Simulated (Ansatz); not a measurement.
The same path of BrH4OPZn (8 atoms, charge 0, multiplicity 1) was run 3 times with different band settings. Lost on the way: Zn1–Br2, H4–P5. Made: Br2–H4.

Theory: RKS B3LYP-D4/def2-SVP (Ansatz 0.2.0).

Relaxed end points:

```xyz
8
Properties=species:S:1:pos:R:3
Zn 0.012 -0.985 -1.060
Br 1.725 -1.889 -2.253
O -1.666 -0.654 -0.465
H 1.793 1.452 1.200
P 0.592 0.820 0.775
H -2.372 -1.166 -0.877
H -0.200 1.987 0.625
H 0.115 0.435 2.054
```

```xyz
8
Properties=species:S:1:pos:R:3
Zn -0.840 -0.147 -0.057
Br 1.929 -1.204 -1.517
O -2.087 -1.117 -0.894
H 2.204 -0.150 -0.577
P 0.602 1.195 1.122
H -1.725 -1.694 -1.581
H -0.235 2.353 1.097
H 0.154 0.764 2.409
```

Common settings: movable images 7; climbing image yes; spring 5.0 eV/Å²; optimiser quadratic models (default); start path through a guess of the saddle point; end points relaxed.

| run | force threshold | iteration limit |
| --- | --- | --- |
| 1 | 0.05 eV/Å | 57 |
| 2 | 0.5 eV/Å | 60 |
| 3 | 0.5 eV/Å | 60 |

**Question.** What does each run give, and how far can it be trusted?

**Answer.** Run 1: converged after 10 iterations, highest image 1.382 eV above the first end. A vibrational analysis at the climbing image gives 2 clearly imaginary modes (617i, 52i cm⁻¹): a point of higher order, so a lower path passes nearby.
Run 2: converged after 6 iterations, highest image 1.400 eV above the first end. The threshold of 0.5 eV/Å is loose, so the images may lie well off the minimum-energy path. The order of the stationary point at the top wasn't checked.
Run 3: converged after 6 iterations, highest image 1.400 eV above the first end. The threshold of 0.5 eV/Å is loose, so the images may lie well off the minimum-energy path. The order of the stationary point at the top wasn't checked.
The orbitals stay closed-shell, which can raise the energy where a bond breaks towards radicals; this wasn't checked here.
